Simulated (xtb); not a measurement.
Al(Br)(NH2)(NMe2) (C₂H₈AlBrN₂), SMILES C[N](C)[Al]([NH2])[Br]. All values are semi-empirical tight-binding results from xtb (GFN2-xTB unless named), good for trends rather than for accurate numbers. Geometry: GFN2-xTB. Other conformers were not sampled.

For metal compounds this method's bond lengths and energies can be far off.

Computed properties:
```
Quantity                                       Value
-------------------------------------  -------------
orbital gap                                  3.12 eV
zero-point energy                      66.0 kcal/mol
G − E(el) at 298.15 K (modified RRHO)  43.6 kcal/mol
```
